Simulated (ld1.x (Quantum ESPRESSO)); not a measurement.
## What one change does to a pseudopotential (hafnium (Hf), RRKJ)

```json
{"Element": "hafnium (Hf)", "Generator": "ld1.x (Quantum ESPRESSO) 7.5", "Type": "norm-conserving RRKJ (Kleinman–Bylander form)", "Functional": "PBE", "Relativity": "scalar-relativistic", "Frozen core": "[Xe] 4f14", "Valence charge": "4", "Reference configuration": "5d2 6s2 6p0", "Partial waves": "6p (bound, empty): rc 4.00 bohr; 5d (bound): rc 2.90 bohr; 6s (bound): rc 3.15 bohr", "Local potential": "the s channel", "Core correction": "a·sin(br)/r model core, default radius (core density twice the valence density)", "rho0": "0.02"}
```

All-electron outer shells of the reference configuration (PBE, scalar-relativistic, ld1.x):

| shell | level (eV) | outermost node (bohr) | outermost maximum (bohr) |
| --- | --- | --- | --- |
| 5p | -35.57 | 0.60 | 1.16 |
| 4f | -16.83 | – | 0.45 |
| 6s | -5.11 | 1.37 | 2.89 |
| 5d | -2.69 | 0.67 | 1.69 |
| 6p | -1.40 | 1.66 | 4.05 |

Change: wave 5d (bound): rc 2.90 bohr becomes 5d (bound): rc 2.08 bohr.

Cutoffs: the cutoffs (Ry, on a coarse ladder) from which the occupation-weighted sum of valence levels, in a spherical-Bessel basis at the reference potential, stays within 10 and 1 mRy of its value at 400 Ry; they do not see the model core or the augmentation charge, which bear on the density cutoff. Errors are all-electron minus pseudo energies relative to the spin-unpolarised reference configuration.

Task: Predict the effect on cutoff, ghosts and configuration errors.

Result: The potential gets harder (18 Ry and 18 Ry → 21 Ry and 30 Ry); of the 7 tests that both files solve, the error grows in 2 and shrinks in 0 by more than 15 % and 0.3 meV (median size 49.8 → 49.0 meV); neither file shows a bound ghost. A smaller radius makes the pseudo-wave follow the all-electron one further in, where it bends more sharply, so more plane waves are needed.

```csv
quantity,base,changed
"cutoff, loose",18 Ry,21 Ry
"cutoff, tight",18 Ry,30 Ry
loose cutoff by channel (10 mRy a level),"d 15 Ry, s 6 Ry","d 18 Ry, s 6 Ry"
bound ghosts,none,none
"error for 5d2 6s1 6p0, meV [ΔE 7.98 eV]",-7.7,-8.3
"error for 5d2 6s0 6p0, meV [ΔE 22.16 eV]",-54,-49
"error for 5d1 6s0 6p0, meV [ΔE 43.95 eV]",-269,-286
"error for 5d1 6s2 6p0, meV [ΔE 6.50 eV]",-27,-51
"error for 5d2 6s0 6p2, meV [ΔE 7.86 eV]",-50,-47
"error for 5d2 6s0 6p1, meV [ΔE 12.65 eV]",-42,-39
"error for 5d1 6s2 6p1, meV [ΔE 1.96 eV]",-66,-96
s: phases at 4.34 bohr within 0.05 rad from the reference energy up to (Ry; the scan ends near 5),0.8,0.8
p: phases at 4.34 bohr within 0.05 rad from the reference energy up to (Ry; the scan ends near 5),1.4,1.4
d: phases at 4.34 bohr within 0.05 rad from the reference energy up to (Ry; the scan ends near 5),0.5,0.5
```
